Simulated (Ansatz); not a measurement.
# One arrangement of a pair

The pair of HCl (SMILES Cl, atoms 1–2) and AlF₃ (SMILES F[Al](F)F, atoms 3–6), both closed shells, in one local arrangement (a lower one may exist), relaxed at PBE0-D4/def2-TZVP:

```xyz
6
angstrom
Cl -0.7891 -0.3139 -1.5516
H 0.4252 -0.5951 -1.8810
F 1.5687 -0.1655 0.2779
Al 0.0230 0.2008 0.7268
F -0.4053 1.7797 0.8363
F -0.8225 -0.9060 1.5917
```

Ansatz 0.2.0; basis: def2-TZVPPD, with def2-QZVPPD for the basis limit; cores frozen in the correlated methods. B3LYP uses VWN-RPA correlation. Extrapolation: Hartree–Fock as exp(−7.88 √X), correlation as X^−2.97. Interaction energies count from these two fragments, frozen as in the pair, with the counterpoise correction; negative means bound.

(1) What is the interaction energy by CCSD(T) at an estimated basis limit (MP2 extrapolated from triple and quadruple zeta, plus CCSD(T) − MP2 in triple zeta)? (To be estimated.)

The T1 diagnostic stays at or below 0.014.

Results:

(1) The calculation gives: -14.56 kcal/mol. Hartree–Fock alone gives -11.57 kcal/mol at the basis limit. It counts from the two fragments frozen as in the pair.

The same quantity by other methods in triple zeta, and each one's difference from that estimate:
| method | E_int (kcal/mol) | difference |
| --- | --- | --- |
| PBE-D4 | -14.28 | 0.27 |
| revPBE-D4 | -12.65 | 1.91 |
| BLYP-D4 | -12.24 | 2.32 |
| r2SCAN-D4 | -16.10 | -1.54 |
| B97M-V | -15.08 | -0.52 |
| PBE0-D4 | -15.40 | -0.84 |
| B3LYP-D4 | -13.85 | 0.71 |
| HSE06-D4 | -15.31 | -0.75 |
| wB97X-V | -15.07 | -0.51 |
| wB97M-V | -15.16 | -0.60 |
| B2PLYP | -12.59 | 1.97 |
| HF | -11.42 | 3.14 |
| MP2 | -13.03 | 1.53 |
| CCSD | -12.94 | 1.62 |
| CCSD(T) | -13.25 | 1.31 |
Differences are method less estimate.

Energy to bend the free fragments (PBE0-D4 minima) into their shapes in the pair, CCSD(T)/def2-TZVPPD: HCl 0.07 kcal/mol; AlF₃ 2.91 kcal/mol. This must be added to the interaction energy to get the binding energy from relaxed fragments.

Basis-set superposition shift (counterpoise-corrected less uncorrected): CCSD(T) 1.31; MP2 1.23; HF 0.19; PBE0-D4 0.21; wB97M-V 0.20 kcal/mol.

For scale, one of the runs: CCSD(T)/def2-TZVPPD, 236 basis functions, launched by `ansatz run in.yaml --threads 4 --pin off --events-out ev --progress --plain --max-ram 9574MiB`. Hardware: 4 CPU threads of an Arm Neoverse V2, shared host. Wall time 2 min; peak host memory 4.3 GiB.
